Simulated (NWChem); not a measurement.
## Ionisation of stibine (H3Sb)

SMILES: [SbH3]
```xyz
4

Sb     0.0006     0.0541     0.0000
H     -0.7203    -0.9130     1.2313
H     -0.7203    -0.9130    -1.2313
H      1.4123    -0.9348     0.0000
```
Charge 0, spin multiplicity 1.

All runs are NWChem calculations. Structure: optimised with B3LYP/def2-SVP with def2 effective core potentials on Sb, a minimum by its harmonic frequencies.

Basis set: def2-TZVPD. −ε marks an orbital energy of the parent.

Effective core potentials replace the inner electrons of Sb; spin-orbit coupling is left out. B3LYP has NWChem's definition, with VWN1-RPA local correlation.

Problem. One of these methods gave a first vertical ionisation energy of 9.84 eV. Which?
A. −ε(HOMO) of HF
B. −ε(HOMO) of BLYP
C. −ε(HOMO) of B3LYP
D. G0W0@PBE

Solution. A, −ε(HOMO) of HF. The others give 6.44 (−ε(HOMO) of BLYP), 7.40 (−ε(HOMO) of B3LYP), 9.50 (G0W0@PBE).
